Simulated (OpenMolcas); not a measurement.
# How methods differ on SnGeH6 (SMILES [GeH3][SnH3])

SnGeH6: 8 atoms, total charge 0, spin state singlet. As SMILES, `[GeH3][SnH3]`. Geometry: relaxed at PBE0-D4/def2-TZVP.

Each level gives the electronic atomisation energy (eV). The values are calculated. Electronic energies at fixed atoms, without zero-point motion or spin-orbit coupling.

```csv
level,kind,program,value (eV),CPU time (all runs)
SVWN5/def2-SVP (core potential),LDA,OpenMolcas,21.89,29 s
BLYP/def2-SVP (core potential),GGA,OpenMolcas,18.78,39 s
PBE/def2-SVP (core potential),GGA,OpenMolcas,19.00,38 s
TPSS/def2-SVP (core potential),meta-GGA,OpenMolcas,20.06,49 s
B3LYP/def2-SVP (core potential),global hybrid,OpenMolcas,19.21,36 s
BHLYP/def2-SVP (core potential),global hybrid,OpenMolcas,19.16,32 s
M06-2X/def2-SVP (core potential),hybrid meta-GGA,OpenMolcas,18.61,42 s
PBE0/def2-SVP (core potential),global hybrid,OpenMolcas,19.08,34 s
```

The values span 18.61 to 21.89 eV. CPU times are rough (shared hosts, several kinds of processor): they show what a rung costs within a factor of a few.
